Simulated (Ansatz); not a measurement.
This geometry of FH₂NSeSi (6 atoms, charge 0, multiplicity 1) is a first-order saddle point.

Computed with RKS LDA/def2-SVP in Ansatz 0.2.0.

```xyz
6
Properties=species:S:1:pos:R:3
N 1.199 0.493 -0.606
Si 0.276 -0.418 0.230
F 0.722 -1.738 1.042
Se -1.906 -0.346 0.662
H 1.746 1.128 -1.168
H -2.037 0.882 -0.160
```

Which two structures does it join? (They come from a converged band through this point; their orientation in space is the band's.)

No bond is made or broken. The dihedral H5–N1–Si2–Se4 changes from 0 to -180° by way of a nearly straight angle H5–N1–Si2 (up to 176°), not by a turn about the bond.

First end point:

```xyz
6
Properties=species:S:1:pos:R:3
N 1.504 0.277 -0.525
Si 0.305 -0.439 0.236
F 0.623 -1.767 1.085
Se -1.898 -0.211 0.566
H 1.387 1.127 -1.088
H -1.921 1.011 -0.275
```

Last end point:

```xyz
6
Properties=species:S:1:pos:R:3
N 0.903 0.748 -0.718
Si 0.260 -0.376 0.202
F 0.871 -1.667 0.961
Se -1.905 -0.371 0.678
H 1.894 0.807 -0.978
H -2.024 0.858 -0.146
```

How far does it lie above each of them?

0.106 eV above the first and 0.145 eV above the second. This is the barrier of this one path; another mechanism may lie lower.

The run took 30 s on 1 thread of Intel(R) Xeon(R) 6975P-C (Granite Rapids) (shared host), peak memory 0.13 GiB.
